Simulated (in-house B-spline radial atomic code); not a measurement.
Successive ionisation energies of cerium; each step leads to the configuration of the next row (after the last: [Ne] 3s2 3p1/2(2) 3p3/2(1)). Dirac energy differences include first-order Breit, QED and recoil terms. NIST's values go from ground level to ground level; the uncertainty of those that are theory runs from under 0.1 % in few-electron ions to several per cent in heavy many-electron ones. Computed with a B-spline radial code for spherical atoms: Dirac-Hartree-Fock, jj configuration that fills j = l - 1/2 first, finite nuclei.

A number in brackets counts the electrons of a j subshell.

| ion | configuration | ionisation energy (eV) | tabulated value (eV) | computed minus tabulated (eV) | highest orbital | largest mean radius (bohr) |
| --- | --- | --- | --- | --- | --- | --- |
| Ce25+ | [Ar] 3d10 4s2 4p1/2(2) 4p3/2(1) | 861.8 | 862 | 0 | 4p3/2 | 0.59963 |
| Ce26+ | [Ar] 3d10 4s2 4p1/2(2) | 923.7 | 924 | 0 | 4p1/2 | 0.57835 |
| Ce27+ | [Ar] 3d10 4s2 4p1/2(1) | 965.4 | 965 | 0 | 4p1/2 | 0.57304 |
| Ce28+ | [Ar] 3d10 4s2 | 1059.2 | 1060 | -1 | 4s1/2 | 0.56685 |
| Ce29+ | [Ar] 3d10 4s1 | 1102.0 | 1103.5 | -1 | 4s1/2 | 0.56242 |
| Ce30+ | [Ar] 3d10 | 1908.2 | 1908 | 0 | 3d5/2 | 0.27305 |
| Ce31+ | [Ar] 3d3/2(4) 3d5/2(5) | 1998.6 | 1994 | 5 | 3d5/2 | 0.271 |
| Ce32+ | [Ar] 3d3/2(4) 3d5/2(4) | 2090.4 | 2087 | 3 | 3d5/2 | 0.2692 |
| Ce33+ | [Ar] 3d3/2(4) 3d5/2(3) | 2183.9 | 2185 | -1 | 3d5/2 | 0.26751 |
| Ce34+ | [Ar] 3d3/2(4) 3d5/2(2) | 2278.8 | 2280 | -1 | 3d5/2 | 0.26583 |
| Ce35+ | [Ar] 3d3/2(4) 3d5/2(1) | 2375.3 | 2378 | -3 | 3d5/2 | 0.26416 |
| Ce36+ | [Ar] 3d3/2(4) | 2500.2 | 2500 | 0 | 3d3/2 | 0.2625 |
| Ce37+ | [Ar] 3d3/2(3) | 2600.5 | 2600 | 1 | 3d3/2 | 0.26082 |
| Ce38+ | [Ar] 3d3/2(2) | 2702.5 | 2706 | -4 | 3d3/2 | 0.25916 |
| Ce39+ | [Ar] 3d3/2(1) | 2805.9 | 2806 | 0 | 3d3/2 | 0.25751 |
| Ce40+ | [Ne] 3s2 3p6 | 3086.9 | 3087 | 0 | 3p3/2 | 0.25587 |
| Ce41+ | [Ne] 3s2 3p1/2(2) 3p3/2(3) | 3178.9 | 3176 | 3 | 3p3/2 | 0.25461 |
| Ce42+ | [Ne] 3s2 3p1/2(2) 3p3/2(2) | 3271.8 | 3274 | -2 | 3p3/2 | 0.25337 |

(1) Where is the largest jump?

## Answers

(1) From Ce29+ to Ce30+, by a factor of 1.73 (1102 to 1908.2 eV); the highest orbital goes from 4s1/2 to 3d5/2.
